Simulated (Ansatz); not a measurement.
Total energies of AlI₃ from Ansatz at r2SCAN-D4/def2-TZVP, gas phase (1 Eh = 27.2114 eV = 2625.5 kJ/mol). The reference geometry is relaxed at r2SCAN-D4/def2-SVP.

```json
{"state": "charge 0 singlet", "geometry": "reference", "energy (Eh)": "-1136.07692"}
{"state": "charge 1 doublet", "geometry": "reference", "energy (Eh)": "-1135.73918"}
{"state": "free Al atom (doublet)", "geometry": "–", "energy (Eh)": "-242.33055"}
{"state": "free I atom (doublet)", "geometry": "–", "energy (Eh)": "-297.79508"}
```

In the def2 sets I takes a core potential; there is no spin–orbit coupling.

Question: Work out the vertical ionisation energy to the doublet.

Answer: E(charge 1 doublet) − E(charge 0 singlet) = -1135.73918 − (-1136.07692) = 0.33774 Eh = 9.19 eV. For comparison, −ε of the highest occupied level is 6.92 eV at this level, 2.27 eV less.

Question: What is the binding energy per atom against free atoms?

Answer: Atoms: 1 × (-242.33055) + 3 × (-297.79508) = -1135.71579 Eh. Binding: -1135.71579 − (-1136.07692) = 0.36113 Eh = 9.83 eV, or 2.46 eV for each of 4 atoms (no zero-point energy, no counterpoise term).
